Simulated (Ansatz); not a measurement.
Born–Oppenheimer molecular dynamics of C₄H₉AlBF (16 atoms, charge 0, multiplicity 1). It starts from a relaxed structure.

Level of theory: RKS PBE/STO-3G in Ansatz 0.2.0.

```
ensemble                      : NVE (velocity Verlet)
time step                     : 0.5 fs
steps asked                   : 296
starting velocities drawn for : 500 K
masses                        : H 2.014 u
seed                          : 979074
```

Frames 2.5 fs apart, positions in Å.

Velocities at 65.0 fs (Å/ps):

```
B 2.66 -3.30 -0.10
C -1.90 1.05 5.62
F -1.46 -2.44 1.67
Al 1.67 1.65 -2.21
C -1.95 -0.64 4.16
C 2.78 2.23 -2.47
C -5.66 -1.30 -2.32
H -4.27 2.72 -3.33
H -1.20 -0.51 -2.76
H 0.87 20.56 -17.28
H 2.17 -7.27 -12.62
H -5.73 -2.35 3.86
H 2.12 0.36 -5.95
H 6.60 1.06 25.00
H 5.05 5.21 -9.81
H 11.62 -9.18 7.59
```

```xyz
16
Properties=species:S:1:pos:R:3 time_fs=65.0 energy_less_start_eV=0.573 T=185
B 1.544 -1.160 1.709
C 2.215 -0.700 0.403
F 2.708 -1.617 -0.510
Al 0.165 -1.058 -0.062
C -0.847 0.587 -0.405
C -0.340 1.752 0.078
C -2.232 0.587 -1.128
H 1.451 -2.347 1.784
H 1.105 -0.334 2.438
H 2.340 0.417 0.064
H -0.099 -2.256 -0.928
H -0.760 2.794 0.083
H 0.612 1.865 0.661
H -2.156 0.206 -2.232
H -2.867 -0.086 -0.568
H -2.696 1.600 -1.217
16
Properties=species:S:1:pos:R:3 time_fs=67.5 energy_less_start_eV=0.529 T=209
B 1.551 -1.167 1.704
C 2.208 -0.694 0.420
F 2.705 -1.623 -0.506
Al 0.169 -1.052 -0.068
C -0.851 0.586 -0.394
C -0.332 1.760 0.074
C -2.241 0.585 -1.137
H 1.440 -2.336 1.784
H 1.104 -0.342 2.430
H 2.344 0.440 0.029
H -0.093 -2.276 -0.956
H -0.783 2.777 0.082
H 0.615 1.853 0.642
H -2.139 0.211 -2.151
H -2.873 -0.084 -0.586
H -2.668 1.578 -1.193
16
Properties=species:S:1:pos:R:3 time_fs=70.0 energy_less_start_eV=0.503 T=224
B 1.559 -1.169 1.690
C 2.200 -0.683 0.437
F 2.703 -1.627 -0.503
Al 0.171 -1.046 -0.076
C -0.854 0.588 -0.383
C -0.325 1.769 0.072
C -2.241 0.583 -1.143
H 1.432 -2.325 1.800
H 1.107 -0.362 2.422
H 2.349 0.401 0.019
H -0.084 -2.291 -0.967
H -0.821 2.749 0.061
H 0.623 1.821 0.620
H -2.119 0.202 -2.095
H -2.914 -0.102 -0.591
H -2.653 1.578 -1.165
16
Properties=species:S:1:pos:R:3 time_fs=72.5 energy_less_start_eV=0.355 T=305
B 1.564 -1.166 1.674
C 2.193 -0.672 0.448
F 2.701 -1.629 -0.500
Al 0.171 -1.039 -0.086
C -0.855 0.591 -0.371
C -0.321 1.773 0.070
C -2.234 0.581 -1.130
H 1.427 -2.322 1.828
H 1.110 -0.389 2.416
H 2.355 0.326 0.033
H -0.071 -2.292 -0.958
H -0.869 2.725 0.026
H 0.641 1.783 0.602
H -2.091 0.165 -2.124
H -2.963 -0.116 -0.599
H -2.654 1.604 -1.141
16
Properties=species:S:1:pos:R:3 time_fs=75.0 energy_less_start_eV=0.532 T=208
B 1.565 -1.162 1.659
C 2.188 -0.674 0.453
F 2.699 -1.629 -0.495
Al 0.171 -1.032 -0.097
C -0.855 0.596 -0.359
C -0.322 1.771 0.068
C -2.225 0.577 -1.106
H 1.429 -2.322 1.861
H 1.111 -0.412 2.418
H 2.370 0.285 0.051
H -0.054 -2.280 -0.930
H -0.913 2.709 -0.015
H 0.662 1.751 0.588
H -2.064 0.127 -2.182
H -2.995 -0.109 -0.619
H -2.661 1.628 -1.127
16
Properties=species:S:1:pos:R:3 time_fs=77.5 energy_less_start_eV=0.526 T=211
B 1.561 -1.160 1.651
C 2.186 -0.691 0.451
F 2.696 -1.626 -0.489
Al 0.170 -1.024 -0.110
C -0.855 0.598 -0.348
C -0.325 1.766 0.066
C -2.217 0.570 -1.086
H 1.439 -2.318 1.890
H 1.108 -0.424 2.430
H 2.400 0.316 0.060
H -0.038 -2.268 -0.894
H -0.940 2.696 -0.054
H 0.674 1.736 0.571
H -2.049 0.122 -2.191
H -3.006 -0.084 -0.646
H -2.659 1.623 -1.125
16
Properties=species:S:1:pos:R:3 time_fs=80.0 energy_less_start_eV=0.386 T=288
B 1.550 -1.162 1.652
C 2.189 -0.715 0.439
F 2.695 -1.623 -0.484
Al 0.168 -1.014 -0.122
C -0.855 0.594 -0.338
C -0.330 1.760 0.065
C -2.209 0.563 -1.077
H 1.455 -2.307 1.911
H 1.102 -0.423 2.445
H 2.433 0.374 0.074
H -0.025 -2.271 -0.861
H -0.939 2.682 -0.086
H 0.669 1.745 0.550
H -2.048 0.155 -2.134
H -3.004 -0.060 -0.664
H -2.645 1.587 -1.134
16
Properties=species:S:1:pos:R:3 time_fs=82.5 energy_less_start_eV=0.450 T=253
B 1.534 -1.166 1.663
C 2.196 -0.730 0.420
F 2.694 -1.620 -0.481
Al 0.167 -1.002 -0.133
C -0.858 0.582 -0.328
C -0.337 1.756 0.064
C -2.199 0.559 -1.074
H 1.475 -2.299 1.924
H 1.097 -0.412 2.456
H 2.455 0.396 0.109
H -0.019 -2.294 -0.840
H -0.915 2.673 -0.110
H 0.654 1.776 0.529
H -2.053 0.207 -2.054
H -3.005 -0.054 -0.662
H -2.626 1.547 -1.151
16
Properties=species:S:1:pos:R:3 time_fs=85.0 energy_less_start_eV=0.454 T=250
B 1.516 -1.168 1.677
C 2.202 -0.733 0.405
F 2.697 -1.621 -0.482
Al 0.165 -0.991 -0.142
C -0.862 0.567 -0.320
C -0.345 1.750 0.062
C -2.190 0.557 -1.064
H 1.493 -2.303 1.933
H 1.095 -0.394 2.459
H 2.463 0.364 0.160
H -0.019 -2.331 -0.826
H -0.881 2.680 -0.127
H 0.645 1.823 0.516
H -2.047 0.235 -2.039
H -3.006 -0.066 -0.640
H -2.615 1.540 -1.170
16
Properties=species:S:1:pos:R:3 time_fs=87.5 energy_less_start_eV=0.399 T=281
B 1.501 -1.167 1.689
C 2.203 -0.726 0.402
F 2.705 -1.625 -0.489
Al 0.165 -0.981 -0.150
C -0.867 0.551 -0.313
C -0.354 1.743 0.059
C -2.186 0.556 -1.045
H 1.504 -2.318 1.939
H 1.093 -0.372 2.454
H 2.466 0.307 0.210
H -0.024 -2.361 -0.814
H -0.851 2.706 -0.141
H 0.645 1.878 0.513
H -2.028 0.227 -2.107
H -2.995 -0.084 -0.610
H -2.613 1.569 -1.185
16
Properties=species:S:1:pos:R:3 time_fs=90.0 energy_less_start_eV=0.609 T=166
B 1.492 -1.165 1.695
C 2.194 -0.723 0.414
F 2.716 -1.633 -0.501
Al 0.166 -0.975 -0.157
C -0.873 0.540 -0.305
C -0.360 1.739 0.057
C -2.188 0.556 -1.032
H 1.506 -2.333 1.943
H 1.089 -0.347 2.442
H 2.478 0.289 0.243
H -0.033 -2.371 -0.797
H -0.829 2.734 -0.155
H 0.645 1.925 0.513
H -2.011 0.207 -2.165
H -2.971 -0.101 -0.581
H -2.610 1.604 -1.185
16
Properties=species:S:1:pos:R:3 time_fs=92.5 energy_less_start_eV=0.506 T=222
B 1.490 -1.164 1.696
C 2.177 -0.731 0.437
F 2.728 -1.640 -0.514
Al 0.169 -0.973 -0.164
C -0.878 0.536 -0.297
C -0.362 1.741 0.054
C -2.195 0.557 -1.037
H 1.494 -2.334 1.943
H 1.085 -0.325 2.427
H 2.506 0.326 0.254
H -0.045 -2.357 -0.776
H -0.818 2.745 -0.167
H 0.636 1.952 0.513
H -2.009 0.195 -2.155
H -2.940 -0.113 -0.558
H -2.600 1.612 -1.168
```

Of the whole run (148 fs, mean temperature of the second half 243 K): The conserved energy stayed within 0.27 meV per atom of its start (net change 0.17 meV per atom), so the integration is sound. The temperature averaged 0.49 of the 500 K drawn at the start: a run that starts near a minimum puts about half its kinetic energy into the potential. A run of 0.15 ps of so small a system gives no equilibrium averages. Limits of this set-up: minimal basis.

Time of the run: 9.3 min on 1 CPU thread of a shared host.
